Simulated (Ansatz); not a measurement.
Input for Ansatz (a program for electronic structure): U-wB97X-V/def2-TZVPP on F3La (SMILES [F][La]([F])[F]), a point of a bond scan (R = 2.593 Å). Elements past Kr take the def2 small-core potentials; no spin–orbit coupling.

Ansatz 0.2 input:
```yaml
crystal:
  periodic: [false, false, false]
  atoms:
    - {symbol: La, position_ang: [0.03201906, -0.05692400, -0.13637047]}
    - {symbol: F, position_ang: [-2.23003706, -1.19096115, 0.43177482]}
    - {symbol: F, position_ang: [-0.06737706, 2.06676129, -0.52460377]}
    - {symbol: F, position_ang: [1.71761741, -0.70428766, 1.05119948]}
basis:
  gaussian:
    orbitals: def2-TZVPP
hamiltonian:
  xc: {name: wB97X-V}
magnetization: {spin_polarized: true, initial_magnetization: 0}
```

The head of its log:

```
WARN ansatz: RAYON_NUM_THREADS=6 ignored (pool sized by the plan → 6); use --threads N
Functional definition: wB97X-V
integrals: 0.08 GiB planned
789 factors; their error is unknown
integrals: 0.12 GiB planned
182 factors; integrals over basis functions are off by at most 4.4e-5 eV
mean field: 1.10 GiB planned
mean field evaluation 1: about -9007.2564 eV, gradient 5.3e1 eV
mean field evaluation 2: about -8994.7348 eV, gradient 8.8e1 eV
```

Question: Predict the final total energy.

Answer: -331.3481 hartree.
